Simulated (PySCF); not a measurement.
Species: C₂H₇BrSi.
Numbering: `[CH3:1][SiH2:2][CH2:3][Br:4]` (hydrogens: H5, H6, H7 on C1; H8, H9 on Si2; H10, H11 on C3)

Computed, not measured: PySCF 2.14.0, PBE0-D3(BJ)/def2-SVP geometry optimisation, gas phase.

Give the optimised bond lengths and angles.

| bond | length (Å) | order |
| --- | --- | --- |
| C1–Si2 | 1.879 | single |
| Si2–C3 | 1.893 | single |
| C3–Br4 | 1.944 | single |
| C1–H5, C1–H6, C1–H7 | 1.101 | single |
| Si2–H8, Si2–H9 | 1.494 | single |
| C3–H10, C3–H11 | 1.099 | single |

Bonds in one row agree within 0.01 Å and their mean is given. Orders are formal, as drawn. A selection of angles:
| angle | degrees |
| --- | --- |
| Si2–C1–H5 | 111.2 |
| Si2–C1–H7 | 110.5 |
| H5–C1–H6 | 108.3 |
| C1–Si2–C3 | 109.6 |
| C1–Si2–H8 | 110.6 |
| C3–Si2–H8 | 108.3 |
| H8–Si2–H9 | 109.1 |
| Si2–C3–Br4 | 110.8 |
| Si2–C3–H10 | 111.8 |
| Br4–C3–H10 | 106.8 |
| H10–C3–H11 | 108.2 |

Torsions: C1–Si2–C3–Br4 -179° (antiperiplanar).

Si2 (SiH2 silicon) is tetrahedral (angles from 108.3° to 110.7°). The 4 heavy atoms lie in one plane (0.006 Å rms).

No frequency check. The numbers are those of one conformer.
